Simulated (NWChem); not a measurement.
System: BHOClF; SMILES OB(F)Cl

Input file for NWChem:

```
start job
memory heap 200 mb stack 900 mb global 1100 mb
geometry units angstroms noautosym nocenter noautoz
  B      0.019750    -0.420951     0.000000
  F     -1.125275    -1.091072     0.000000
  Cl    -0.025306     1.331103     0.000000
  O      1.199308    -1.057083     0.000000
  H      1.104636    -2.016826     0.000000
end
basis spherical
  B library def2-svp
  F library def2-svp
  Cl library def2-svp
  O library def2-svp
  H library def2-svp
end
dft
  xc b3lyp
  iterations 150
  mulliken
end
task dft energy
esp
  recalculate
  probe 0.07
  range 0.3
  factor 1.0
  spacing 0.02
end
task esp
```

Excerpt of the output:

```
             Northwest Computational Chemistry Package (NWChem) 7.3.0
             --------------------------------------------------------

                             Geometry "geometry" -> ""
                             -------------------------

 Output coordinates in angstroms (scale by  1.889725989 to convert to a.u.)

  No.       Tag          Charge          X              Y              Z
 ---- ---------------- ---------- -------------- -------------- --------------
    1 B                    5.0000     0.01975000    -0.42095100     0.00000000
    2 F                    9.0000    -1.12527500    -1.09107200     0.00000000
    3 Cl                  17.0000    -0.02530600     1.33110300     0.00000000
    4 O                    8.0000     1.19930800    -1.05708300     0.00000000
    5 H                    1.0000     1.10463600    -2.01682600     0.00000000

 Effective nuclear repulsion energy (a.u.)     143.3257065664

                                 NWChem DFT Module
                                 -----------------

 Summary of "ao basis" -> "ao basis" (spherical)
 ------------------------------------------------------------------------------
       Tag                 Description            Shells   Functions and Types
 ---------------- ------------------------------  ------  ---------------------
 B                          def2-svp                 6       14   3s2p1d
 F                          def2-svp                 6       14   3s2p1d
 Cl                         def2-svp                 8       18   4s3p1d
 O                          def2-svp                 6       14   3s2p1d
 H                          def2-svp                 3        5   2s1p

            General Information
            -------------------
          SCF calculation type: DFT
          Wavefunction type:  closed shell.
          No. of atoms     :     5
          No. of electrons :    40
           Alpha electrons :    20
            Beta electrons :    20
          Charge           :     0
          Spin multiplicity:     1
          Use of symmetry is: off; symmetry adaption is: off
          Maximum number of iterations: 150
          AO basis - number of functions:    65
                     number of shells:    29
          Convergence on energy requested:  1.00D-06
          Convergence on density requested:  1.00D-05
          Convergence on gradient requested:  5.00D-04

              XC Information
              --------------
                         B3LYP Method XC Potential
                     Hartree-Fock (Exact) Exchange  0.200
                        Slater Exchange Functional  0.800 local
                    Becke 1988 Exchange Functional  0.720 non-local
              Lee-Yang-Parr Correlation Functional  0.810
                  VWN I RPA Correlation Functional  0.190 local

             Grid Information
             ----------------
          Grid used for XC integration:  medium
          Radial quadrature: Mura-Knowles
          Angular quadrature: Lebedev.
          Tag              B.-S. Rad. Rad. Pts. Rad. Cut. Ang. Pts.
          ---              ---------- --------- --------- ---------
          B                   0.85       49           7.0       434
          F                   0.50       49           8.0       434
          Cl                  1.00       88          10.0       590
          O                   0.60       49           8.0       434
          H                   0.35       45           9.0       434
          Grid pruning is: on
          Number of quadrature shells:   280
          Spatial weights used:  Erf1

      Superposition of Atomic Density Guess
      -------------------------------------

 Sum of atomic energies:        -658.31045811

      Non-variational initial energy
      ------------------------------

 Total energy =    -659.483398
 1-e energy   =   -1194.637059
 2-e energy   =     391.827954
 HOMO         =      -0.443971
 LUMO         =       0.088490

     ---------------------------------------------
      Total Density - Mulliken Population Analysis
     ---------------------------------------------

    Atom       Charge   Shell Charges
 -----------   ------   -------------------------------------------------------
    1 B    5     4.21   1.99  0.71  0.07  1.02  0.21  0.20
    2 F    9     9.37   1.99  1.15  0.72  3.50  2.00  0.00
    3 Cl  17    17.27   2.00  1.99  1.22  0.70  5.94  2.15  3.25  0.01
    4 O    8     8.51   1.99  1.10  0.56  3.08  1.77  0.01
    5 H    1     0.65   0.52  0.07  0.06

   convergence    iter        energy       DeltaE   RMS-Dens  Diis-err
 ---------------- ----- ----------------- --------- --------- ---------
 d= 0,ls=0.0,diis     1   -660.5070889812 -8.04D+02  1.76D-02  7.89D-01
 d= 0,ls=0.0,diis     2   -660.4870832375  2.00D-02  9.01D-03  1.19D+00
 d= 0,ls=0.0,diis     3   -660.5952402147 -1.08D-01  1.37D-03  2.25D-02
 d= 0,ls=0.0,diis     4   -660.5968578153 -1.62D-03  6.57D-04  3.46D-03
 d= 0,ls=0.0,diis     5   -660.5972005417 -3.43D-04  1.66D-04  3.86D-04
  Resetting Diis
 d= 0,ls=0.0,diis     6   -660.5972362831 -3.57D-05  4.31D-05  2.03D-05
 d= 0,ls=0.0,diis     7   -660.5972382290 -1.95D-06  1.79D-05  7.51D-07
 d= 0,ls=0.0,diis     8   -660.5972381780  5.10D-08  9.77D-06  1.36D-06

         Total DFT energy =     -660.597238177975
      One electron energy =    -1197.095629092852
           Coulomb energy =      445.027329074692
    Exchange-Corr. energy =      -51.854644726234
 Nuclear repulsion energy =      143.325706566419

 Numeric. integr. density =       39.999999172563

                       DFT Final Molecular Orbital Analysis
                       ------------------------------------

 Vector   18  Occ=2.000000D+00  E=-3.869594D-01
              MO Center=  6.1D-01, -8.6D-01,  9.4D-10, r^2= 1.8D+00
   Bfn.  Coefficient  Atom+Function         Bfn.  Coefficient  Atom+Function
  ----- ------------  ---------------      ----- ------------  ---------------
    52      0.525465  4 O  pz                55      0.368801  4 O  pz
    20      0.304068  2 F  pz                23     -0.220076  2 F  pz
     6     -0.151015  1 B  pz                41      0.147681  3 Cl pz
    38      0.122194  3 Cl pz                35      0.070912  3 Cl pz
     9      0.062283  1 B  pz                13     -0.043187  1 B  d  1

 Vector   19  Occ=2.000000D+00  E=-3.306201D-01
              MO Center=  1.2D-01,  9.6D-01,  3.1D-09, r^2= 1.9D+00
   Bfn.  Coefficient  Atom+Function         Bfn.  Coefficient  Atom+Function
  ----- ------------  ---------------      ----- ------------  ---------------
    41      0.594972  3 Cl pz                38      0.447347  3 Cl pz
    35      0.259637  3 Cl pz                52     -0.240934  4 O  pz
    55     -0.182868  4 O  pz                20      0.059650  2 F  pz
    23     -0.044972  2 F  pz                 6     -0.042340  1 B  pz
    11      0.036781  1 B  d -1               9      0.031208  1 B  pz

 Vector   20  Occ=2.000000D+00  E=-3.228058D-01
              MO Center= -3.3D-02,  1.2D+00, -4.5D-10, r^2= 1.5D+00
   Bfn.  Coefficient  Atom+Function         Bfn.  Coefficient  Atom+Function
  ----- ------------  ---------------      ----- ------------  ---------------
    39      0.617479  3 Cl px                36      0.476785  3 Cl px
    33      0.274815  3 Cl px                19     -0.135785  2 F  py
    22      0.092828  2 F  py                49     -0.085885  4 O  s
    51     -0.075521  4 O  py                 7      0.064302  1 B  px
    61      0.062424  5 H  s                 48     -0.047461  4 O  s

 Vector   21  Occ=0.000000D+00  E= 2.325981D-02
              MO Center=  5.0D-02, -3.2D-01,  8.3D-09, r^2= 2.2D+00
   Bfn.  Coefficient  Atom+Function         Bfn.  Coefficient  Atom+Function
  ----- ------------  ---------------      ----- ------------  ---------------
     6      0.649574  1 B  pz                 9     -0.581978  1 B  pz
    41      0.326240  3 Cl pz                55      0.302388  4 O  pz
    52      0.283408  4 O  pz                20     -0.244421  2 F  pz
    23      0.230948  2 F  pz                38      0.166518  3 Cl pz
    35      0.094056  3 Cl pz                43      0.090491  3 Cl d -1

 Vector   22  Occ=0.000000D+00  E= 3.109855D-02
              MO Center=  8.1D-01, -1.7D+00, -4.1D-09, r^2= 3.3D+00
   Bfn.  Coefficient  Atom+Function         Bfn.  Coefficient  Atom+Function
  ----- ------------  ---------------      ----- ------------  ---------------
    62      1.085071  5 H  s                 49     -0.816452  4 O  s
     3      0.705597  1 B  s                 54      0.290421  4 O  py
    40      0.278379  3 Cl py                32     -0.276505  3 Cl s
    51      0.209035  4 O  py                17     -0.207442  2 F  s
    48     -0.182505  4 O  s                 61      0.165011  5 H  s

 Vector   23  Occ=0.000000D+00  E= 1.022184D-01
              MO Center=  5.0D-02, -8.5D-01,  9.3D-09, r^2= 4.5D+00
   Bfn.  Coefficient  Atom+Function         Bfn.  Coefficient  Atom+Function
  ----- ------------  ---------------      ----- ------------  ---------------
     3      1.850661  1 B  s                 62     -1.051566  5 H  s
    17     -0.534989  2 F  s                 32     -0.490728  3 Cl s
    40      0.399667  3 Cl py                54     -0.351431  4 O  py
    31     -0.198633  3 Cl s                 51     -0.196817  4 O  py
    61     -0.153851  5 H  s                  4      0.148236  1 B  px

     ---------------------------------------------
      Total Density - Mulliken Population Analysis
     ---------------------------------------------

    Atom       Charge   Shell Charges
 -----------   ------   -------------------------------------------------------
    1 B    5     4.91   1.98  0.75  0.01  1.55  0.36  0.25
    2 F    9     9.10   1.99  1.13  0.72  3.38  1.88  0.01
    3 Cl  17    17.09   2.00  1.98  1.27  0.64  5.93  2.18  3.06  0.02
    4 O    8     8.09   1.99  1.08  0.53  2.92  1.56  0.01
    5 H    1     0.80   0.68  0.05  0.07

     -------------------------------------------
      Total Density - Lowdin Population Analysis
     -------------------------------------------

    Atom       Charge   Shell Charges
 -----------   ------   -------------------------------------------------------
    1 B    5     5.37   1.96  0.50  0.21  1.40  0.74  0.55
    2 F    9     8.97   1.98  0.98  0.70  3.22  2.08  0.01
    3 Cl  17    16.82   2.00  1.95  1.02  0.73  5.82  2.27  3.00  0.02
    4 O    8     7.96   1.97  0.84  0.55  2.72  1.85  0.02
    5 H    1     0.88   0.55  0.16  0.18

     Multipole analysis of the density
     ---------------------------------

     L   x y z        total         alpha         beta         nuclear
     -   - - -        -----         -----         ----         -------
     0   0 0 0     -0.000000    -20.000000    -20.000000     40.000000

     1   1 0 0      0.179101     -0.137380     -0.137380      0.453861
     1   0 1 0     -0.769526     -0.602892     -0.602892      0.436258
     1   0 0 1     -0.000000     -0.000000     -0.000000      0.000000

     2   2 0 0    -22.964341    -54.577720    -54.577720     86.191100
     2   1 1 0     -1.872412      2.517747      2.517747     -6.907906
     2   1 0 1     -0.000000     -0.000000     -0.000000      0.000000
     2   0 2 0    -17.565260   -106.501453   -106.501453    195.437647
     2   0 1 1     -0.000000     -0.000000     -0.000000      0.000000
     2   0 0 2    -20.295651    -10.147826    -10.147826      0.000000

                     NWChem Electrostatic Potential Fit Module
                     -----------------------------------------

 Atom parameters

 Number of atoms is                                    5
 Number of basis functions is                         65

 Grid parameters

 Maximum number of grid points is                  26030
 Number of grid points is                          26029
 Grid range                                     0.300000 nm
 Grid spacing                                   0.020000 nm
 Probe radius                                   0.070000 nm
 Atom radius factor                             1.000000

 Atomic radii

    1    0.100000
    5    0.158000
    8    0.136000
    9    0.128000
   17    0.169000
 FASTESP  F
  using M.O. file = ./job.movecs

    Atom              Coordinates                           Charge

                                                  ESP

    1 B     0.001975   -0.042095    0.000000    0.673545
    2 F    -0.112528   -0.109107    0.000000   -0.301662
    3 Cl   -0.002531    0.133110    0.000000   -0.188655
    4 O     0.119931   -0.105708    0.000000   -0.616027
    5 H     0.110464   -0.201683    0.000000    0.432799
                                            ------------
                                               -0.000000

 Dipole moment                                  0.827765

 Quadrupole moment Qxx                         -5.015779
                   Qyy                          1.275604
                   Qzz                          3.740175

 RMS deviation kJ/mol                           0.065526

 RRMS %                                        20.822506
```

Level: B3LYP/def2-SVP. Geometry: optimised at PBE0/def2-SVP.
